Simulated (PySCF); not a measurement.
Can point charges reproduce the dipole moment of `CC/C=C/C(N)=O`?

Coordinates (PBE0-D3(BJ)/def2-SVP, Å) and charges (e) from the PBE0/pcSseg-1 density (PySCF):

```
atom       x       y       z  Mulliken      IAO  Hirshfeld  ESP-fitted
  C1  -2.595  -0.149   0.427   -0.2952  -0.4058    -0.1098     -0.2607
  C2  -1.489   0.711  -0.181   -0.2063  -0.2521    -0.0607     +0.1902
  C3  -0.260  -0.073  -0.493   -0.1078  -0.0780    -0.0081     -0.0983
  C4   0.960   0.145   0.009   -0.2667  -0.2337    -0.0807     -0.5237
  C5   2.100  -0.730  -0.387   +0.4903  +0.4349    +0.1598     +0.8641
  N6   3.284  -0.417   0.208   -0.4205  -0.5067    -0.1755     -0.9591
  O7   1.992  -1.650  -1.175   -0.4360  -0.5132    -0.3016     -0.5918
  H8  -2.272  -0.593   1.381   +0.1218  +0.1404    +0.0391     +0.0788
  H9  -3.500   0.447   0.618   +0.1209  +0.1412    +0.0435     +0.0594
 H10  -2.873  -0.975  -0.246   +0.1203  +0.1394    +0.0427     +0.0715
 H11  -1.242   1.548   0.493   +0.1168  +0.1330    +0.0411     +0.0025
 H12  -1.863   1.162  -1.118   +0.1413  +0.1478    +0.0471     +0.0032
 H13  -0.353  -0.918  -1.188   +0.1310  +0.1627    +0.0476     +0.1457
 H14   1.137   0.966   0.714   +0.0979  +0.1307    +0.0384     +0.2027
 H15   3.377   0.341   0.867   +0.1947  +0.2747    +0.1374     +0.4038
 H16   4.095  -0.977  -0.017   +0.1976  +0.2848    +0.1398     +0.4116
```

Compute μ = Σ q r for each scheme (1 e·Å = 4.803 D) and compare with the dipole of the full density.

The full density gives (0.16, 2.69, 2.39) D, 3.60 D in size; dipole vectors point from the negative to the positive end.

| scheme | μx | μy | μz | size (D) | share of the full size (%) | angle to the full dipole (°) |
| --- | --- | --- | --- | --- | --- | --- |
| Mulliken | -1.42 | 2.21 | 1.87 | 3.23 | 90 | 29 |
| IAO | -0.09 | 2.92 | 2.49 | 3.84 | 107 | 4 |
| Hirshfeld | 0.09 | 1.89 | 1.68 | 2.53 | 70 | 0 |
| ESP-fitted | 0.14 | 2.72 | 2.40 | 3.63 | 101 | 0 |

Which set comes closest?

Length of the difference vector: ESP-fitted 0.03 D, IAO 0.35 D, Hirshfeld 1.08 D, Mulliken 1.73 D. Closest: ESP-fitted. 

What is left for the Hirshfeld atoms' own dipoles?

The shares of the density sum to the whole, so what Σ q r misses lies in dipoles about the nuclei. The atomic dipoles sum to (0.16, 2.69, 2.39) − (0.09, 1.89, 1.68) = (0.07, 0.80, 0.71) D, 1.08 D in size.

With the origin at the mean of the coordinates, (0.031, -0.073, -0.006) Å, which are the largest single terms, by size, of the Mulliken dipole along the direction of the full one?

O7 +3.91, C5 -1.54, H15 +0.97, H13 -0.90, H11 +0.83 D; all 16 atoms together +2.83 D. The single terms depend on the origin, their sum doesn't.

Give the size of the full dipole in other units.

3.60 D = 1.417 au = 0.750 e·Å = 12.02 × 10⁻³⁰ C·m.

The structure is a single PBE0-D3(BJ)/def2-SVP conformer in the gas phase; no vibrational or solvent corrections.

Conformer computed: `[CH3:1][CH2:2]/[CH:3]=[CH:4]/[C:5]([NH2:6])=[O:7]`: C1–C2–C3–C4 -120°, C3–C4–C5–N6 -179°, H–N6–C5–C4 0°, H–N6–C5–C4 180°.
